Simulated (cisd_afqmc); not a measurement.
Input (AFQMC/HF/cc-pV(T+d)Z; cisd_afqmc is a phaseless AFQMC code with CISD trial states that reads the integrals written by Ansatz): A basis named .json is the Basis Set Exchange file of that set.

Ansatz 0.2 input:
```python
import cisd_afqmc

open("ham.yaml", "w").write("""\
crystal:
  periodic: [false, false, false]
  atoms:
    - {symbol: Si, position_ang: [0.79334715, -0.20873346, 0.74708962]}
    - {symbol: H, position_ang: [1.83118120, -0.48928727, -0.33631969]}
    - {symbol: Cl, position_ang: [-0.76106126, 0.20067974, -0.59546676]}
basis:
  gaussian:
    orbitals: cc-pV_T+d_Z.json
magnetization: {spin_polarized: false}
correlation: {method: ccsd, electrons: outside_noble_gas, hamiltonian_folder: ham}
""")
rep = cisd_afqmc.ansatz("ham.yaml")
e_ccsd = rep["correlation"]["coupled_cluster"]["energy"]["hartree"]
out = cisd_afqmc.run("ham", e_ccsd, trial="HF", walkers=100, populations=8, threads=8, dt=0.005, steps=40, early=24, settle=10, least=32,
    cut=5e-5, rank_cut=2e-4, target=0.0004, seconds=1500, seed=3, memory=17280, gpu=False)
```

Output:

```
   8.0  -749.37969
  10.0  -749.37427
  12.0  -749.38990
  14.0  -749.38652
  16.0  -749.38357
  18.0  -749.38952
  20.0  -749.38149
  22.0  -749.38957
  24.0  -749.37937
  26.0  -749.37921
  28.0  -749.38085
  30.0  -749.39393
  32.0  -749.39024
  34.0  -749.38684
  36.0  -749.38504
  38.0  -749.38241
  40.0  -749.38754
  42.0  -749.38729
  44.0  -749.38347
  46.0  -749.38665
  48.0  -749.38537
  50.0  -749.39423
  52.0  -749.38995
  54.0  -749.38434
  56.0  -749.39214
  58.0  -749.37875
  60.0  -749.39157
  62.0  -749.39013
  64.0  -749.38549
  66.0  -749.37558
  68.0  -749.39153
  70.0  -749.38606
  72.0  -749.37803
  74.0  -749.38910
  76.0  -749.38570
  78.0  -749.38728
  80.0  -749.38510
  82.0  -749.38032
  84.0  -749.37623
  86.0  -749.38572
  88.0  -749.38837
  90.0  -749.38730
  92.0  -749.39473
  94.0  -749.38414
  96.0  -749.37595
  98.0  -749.38685
 100.0  -749.38702
 102.0  -749.38527
 104.0  -749.38736
 106.0  -749.38537
 108.0  -749.39476
 110.0  -749.39271
 112.0  -749.38641
 114.0  -749.38647
 116.0  -749.38372
 118.0  -749.38325
 120.0  -749.38592
 122.0  -749.38977
 124.0  -749.38503
 126.0  -749.39085
 128.0  -749.38810
 130.0  -749.38678
 132.0  -749.38858
 134.0  -749.38799
 136.0  -749.38867
 138.0  -749.38797
 140.0  -749.38539
 142.0  -749.38508
blocks 6010 (1 outliers left out), error by blocks joined: 1: 0.00027, 2: 0.00034, 4: 0.00042, 8: 0.00050, 16: 0.00057
E(AFQMC/HF) = -749.38541 +/- 0.00057
```
